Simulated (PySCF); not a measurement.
Structure with atom numbers: `[CH3:1][NH:2][B:3]([CH3:4])[OH:5]`. Each H is labelled by its parent atom.

Geometry: PBE0-D3(BJ)/def2-SVP; GIAO shifts from PySCF, gas phase, non-relativistic, averaged over equivalent atoms.

At PBE0/IGLO-III (255 basis functions, 27 s wall time on 1 thread of an Arm Neoverse V1, shared host):
```
atoms  δ (ppm)
   C1     30.5
   C4     -1.1
   N2     79.1
   B3     31.6
   O5    119.5
H(C1)     2.66
H(O5)     2.52
H(N2)     2.41
H(C4)     0.19
```

Chemical shifts δ = σref − σ; 13C (183.78 ppm) and 1H (31.37 ppm) vs TMS; NH3 for 15N (260.55 ppm); BF3·OEt2 for 11B (99.94 ppm); H2O for 17O (327.19 ppm), all at this level.

Question: Estimate the result of repeating the calculation with B97-D/pcSseg-2.

Answer: 
```json
{"atoms": "C1", "δ at B97-D/pcSseg-2": "32.6", "change": "+2.1"}
{"atoms": "C4", "δ at B97-D/pcSseg-2": "-0.9", "change": "+0.2"}
{"atoms": "N2", "δ at B97-D/pcSseg-2": "80.5", "change": "+1.4"}
{"atoms": "B3", "δ at B97-D/pcSseg-2": "28.9", "change": "-2.7"}
{"atoms": "O5", "δ at B97-D/pcSseg-2": "119.3", "change": "-0.2"}
{"atoms": "H(C1)", "δ at B97-D/pcSseg-2": "2.76", "change": "+0.10"}
{"atoms": "H(O5)", "δ at B97-D/pcSseg-2": "2.67", "change": "+0.15"}
{"atoms": "H(N2)", "δ at B97-D/pcSseg-2": "2.52", "change": "+0.11"}
{"atoms": "H(C4)", "δ at B97-D/pcSseg-2": "0.21", "change": "+0.02"}
```

Chemical shifts δ = σref − σ; 13C (σ = 179.03 ppm), 1H (σ = 31.40 ppm) vs TMS; NH3 for 15N (σ = 257.90 ppm); 11B (σ = 96.36 ppm) vs BF3·OEt2; H2O for 17O (σ = 325.20 ppm), all at this level.

The largest change is at B3 (boron bonded to C, N, O). Cost: 292 basis functions, 51 s wall time on 1 thread of an Arm Neoverse V1, shared host.

A carbon bonded to boron is broadened by the quadrupolar boron nucleus and is often missing from a measured spectrum. Experimental scales use liquid or dissolved standards, which lie at an offset from isolated NH3 (liquid NH3: subtract about 20 ppm) and H2O (liquid H2O: subtract about 36 ppm).
